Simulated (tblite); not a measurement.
Run record: tight-binding relaxation, `C=N[Si@]([AsH2])(CC)NC`.

Computed with GFN2-xTB geometry optimisation, gas phase (tblite 0.8.0). Start geometry: from a force field or distance geometry. A driver script takes a list of jobs; this job's settings line and coordinates (Å) are shown.

Command:
```bash
OMP_NUM_THREADS=1 python probes_run.py task.json out
```

Input:
```
{"job": {"kind": "relax", "xc": "GFN2-xTB", "basis": "xTB"}, "charge": 0, "multiplicity": 1}
C     -1.215900     2.574500    -0.073500
N     -1.237900     1.385400    -0.547600
Si     0.151000     0.265800    -0.312400
As     2.018200     1.152300    -1.376500
C     -0.276900    -1.385000    -1.093900
C      0.813200    -2.412000    -0.845700
N      0.496900     0.061700     1.434700
C     -0.691600    -0.384800     2.155800
H     -2.078100     3.216700    -0.230400
H     -0.379200     2.961500     0.488500
H      1.844200     2.531900    -0.674000
H      1.175900     1.574800    -2.612300
H     -0.402300    -1.235400    -2.185100
H     -1.232700    -1.751200    -0.687400
H      0.537400    -3.365500    -1.319000
H      1.780000    -2.067300    -1.261600
H      0.942100    -2.577900     0.251000
H      0.755300     0.994100     1.812500
H     -1.529400     0.345100     2.050600
H     -1.014600    -1.385200     1.789800
H     -0.464400    -0.482500     3.236000
```

Output:
```
step      E/eV     max force
  0    -683.25559    2.324
  1    -683.36353    2.009
  2    -683.43046    0.671
  3    -683.46324    0.384
  4    -683.48393    0.375
  5    -683.49826    0.337
  6    -683.51322    0.272
  7    -683.52228    0.204
  8    -683.52831    0.163
  9    -683.53220    0.153
... (154 lines left out)
164    -683.70758    0.034
165    -683.70782    0.030
166    -683.70803    0.028
167    -683.70820    0.022
168    -683.70832    0.017
169    -683.70838    0.015
170    -683.70841    0.014
171    -683.70844    0.013
172    -683.70846    0.010
173    -683.70849    0.010
```

«max force» is the largest atomic force in eV/Å.

**Question.** From which step on does the largest force stay under 0.1 eV/Å, and how much energy is left to gain from there?

**Answer.** From step 90 (0.089 eV/Å), 20.2 meV above the end.

Main results: energy lowered by 10.4 kcal/mol over 173 steps; largest atomic force 0.010 eV/Å at the end.

**Question.** Give the final coordinates.

**Answer.** 0.600 Å rms from the input after alignment:
```
atom  x, y, z in Å
C1    -1.3171    2.5913   -0.7556
N2    -1.2475    1.4880   -0.1812
Si3    0.1314    0.4165   -0.0413
As4    2.1757    1.2005   -0.8619
C5    -0.4264   -1.1569   -0.9648
C6     0.6860   -2.1929   -0.9822
N7     0.4187    0.0298    1.6214
C8    -0.5257   -0.6983    2.4364
H9    -2.2493    3.1491   -0.7479
H10   -0.4775    3.0624   -1.2912
H11    1.7540    2.6263   -0.6322
H12    1.5959    1.2837   -2.2476
H13   -0.6989   -0.8996   -1.9896
H14   -1.3169   -1.5753   -0.5002
H15    0.3996   -3.0733   -1.5558
H16    1.5878   -1.7726   -1.4344
H17    0.9290   -2.5049    0.0309
H18    0.8806    0.7489    2.1623
H19   -1.3610   -0.0769    2.7744
H20   -0.9277   -1.5185    1.8483
H21   -0.0195   -1.1102    3.3116
```

Time: 2.9 s wall. Hardware: an Arm Neoverse N1 with one thread, on a shared host.
Labels such as C1 count atoms from 1, the log's own numbers from 0.
